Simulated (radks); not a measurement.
Problem. All-electron atom: Hg I in [Kr] 4d10 4f14 5s2 5p4 5d10 6s2 6d2 (not the ground configuration). All-electron calculation, Dirac Kohn-Sham, PBE, spin-unpolarised, spherical densities, finite nucleus; open shells fill j = l - 1/2 first; Fermi nuclear charge, rms radius 5.4648 fm. Program: a radial shooting solver on a logarithmic mesh with Libxc functionals. Some entries of the table are withheld. Estimate them.

orbital  occ.  eigenvalue (hartree)  <r^2> (bohr^2)
1s1/2       2             -3050.954       0.0003810
2s1/2       2             -541.0193        0.005741
2p1/2       2             -519.2875        0.004054
2p3/2       4             -447.7103        0.005239
3s1/2       2             -129.0138         0.03725
3p1/2       2             -119.1842         0.03392
3p3/2       4             -103.3300         0.04031
3d3/2       4             -86.99259         0.03086
3d5/2       6             -83.59515         0.03259
4s1/2       2             -29.01726          0.1800
4p1/2       2             -24.79482          0.1832
4p3/2       4             -20.96611          0.2153
4d3/2       4                   (1)          0.2261
4d5/2       6                   (2)          0.2374
5s1/2       2              -5.09257             (3)
4f5/2       6              -4.43168          0.2748
4f7/2       8              -4.27701          0.2825
5p1/2       2              -3.68081           1.037
5p3/2       2              -2.98349           1.241
5d3/2       4              -1.03344           2.045
5d5/2       6              -0.95173           2.185
6s1/2       2              -0.63342           5.825
6p1/2       0              -0.34269           8.757
6p3/2       0              -0.27384           11.05
7s1/2       0              -0.09666           44.15
6d3/2       2              -0.04324           49.48
6d5/2       0              -0.04134           51.87

Solution. 
(1) 4d3/2 eigenvalue (hartree): -14.04927
(2) 4d5/2 eigenvalue (hartree): -13.33500
(3) 5s1/2 <r^2> (bohr^2): 0.8972
